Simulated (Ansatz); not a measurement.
`[OH][Ge@@H]1[CH2][C@@H]1Cl` + H₂ → `Cl[CH]1[CH2][GeH2]1` + H₂O  (hydrogenolysis of a Ge–O bond)

Isolated molecules relaxed with PBE0-D4/def2-TZVP in Ansatz; ΔE leaves out vibrations. CBS: MP2 limit from def2 TZ/QZ plus the TZ coupled-cluster correction, frozen cores. This one scheme is used for every species. For Ge outer-core shells are correlated without core-valence functions, which leaves a few kJ/mol of doubt a bond. Scalar relativity is left out up to krypton. Each species was taken in one conformer, which may not be the lowest.

`[OH][Ge@@H]1[CH2][C@@H]1Cl`:

```xyz
10

O    -1.409   -0.507   -1.677
Ge    0.125   -0.693   -0.819
C     0.137   -0.430    1.096
C     0.630    0.801    0.309
Cl   -0.434    2.209    0.346
H    -1.833    0.321   -1.427
H     1.076   -1.575   -1.610
H    -0.826   -0.318    1.584
H     0.878   -0.912    1.727
H     1.658    1.103    0.472
```

H₂:

Z-matrix (Å, degrees):
```
H
H 1 0.746
```

`Cl[CH]1[CH2][GeH2]1`:

```xyz
9

Cl   -1.006    1.577    1.489
C    -0.360    0.073    0.848
C    -0.749   -0.305   -0.568
Ge    1.161    0.024   -0.369
H    -0.436   -0.715    1.588
H    -1.132   -1.309   -0.721
H    -1.291    0.453   -1.123
H     2.123   -1.152   -0.264
H     1.689    1.354   -0.881
```

H₂O:

Cartesian coordinates in Å:
```
O -0.378 -0.091 -0.020
H 0.324 -0.378 -0.608
H 0.054 0.469 0.628
```

```csv
species,MP2/def2-QZVPP energy (Eh)
`[OH][Ge@@H]1[CH2][C@@H]1Cl`,-2689.82377
H₂,-1.16658
`Cl[CH]1[CH2][GeH2]1`,-2614.64285
H₂O,-76.34932
```

Problem. Work out ΔE.

Solution. ΔE = (-2614.64285) + (-76.34932) − (-2689.82377) − (-1.16658) = -0.00182 Eh = -1.1 kcal/mol. CCSD(T)/CBS gives -2.4 kcal/mol.

Largest T1 diagnostic among the species: 0.011.

From PBE to PBE0 (25 % exact exchange), in def2-TZVPP and without D4, ΔE moves by −1.0 kcal/mol. In def2-TZVPP, CCSD(T) changes the Hartree–Fock value by +1.7 kcal/mol (the triples alone add +0.9 kcal/mol) and MP2 by +2.6 kcal/mol.
